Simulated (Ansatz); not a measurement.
Consider the ligand exchange at the Si–I bond: `[SiH3]I` + `C=CNC` → `C=CN(C)[SiH3]` + HI.

Gas-phase electronic energies from Ansatz, PBE0-D4/def2-TZVP geometries. CBS: MP2 limit from def2 TZ/QZ plus the TZ coupled-cluster correction, frozen cores. Functionals use def2-TZVPP. B3LYP here is the variant with VWN-RPA as its local correlation; programs differ in this. Elements past krypton have def2 core potentials. For I outer-core shells are correlated without core-valence functions, which leaves a few kJ/mol of doubt a bond. Each species was taken in one conformer, which may not be the lowest.

```
           level  ΔE (eV)
           B3LYP     0.37
         r2SCAN0     0.38
CCSD(T)/def2-SVP     0.23
   HF/def2-TZVPP     0.41
```

(1) What does CCSD(T)/CBS give? (An estimate is asked.)

Largest T1 diagnostic among the species: 0.012.

## Answers

(1) Computed: +0.30 eV. The listed levels differ from it by 0.07, 0.08, -0.07, 0.11 eV.

The D4 term adds −0.09 eV with B3LYP and −0.05 eV with PBE0; it sums over pairs of atoms, weighted by their polarisabilities, and B3LYP, whose exchange is more repulsive, gets the larger term. From BLYP to BHLYP (50 % exact exchange), in def2-TZVPP and without D4, ΔE moves by −0.03 eV. In def2-TZVPP, CCSD(T) changes the Hartree–Fock value by −0.19 eV (the triples alone add −0.02 eV) and MP2 by −0.16 eV.
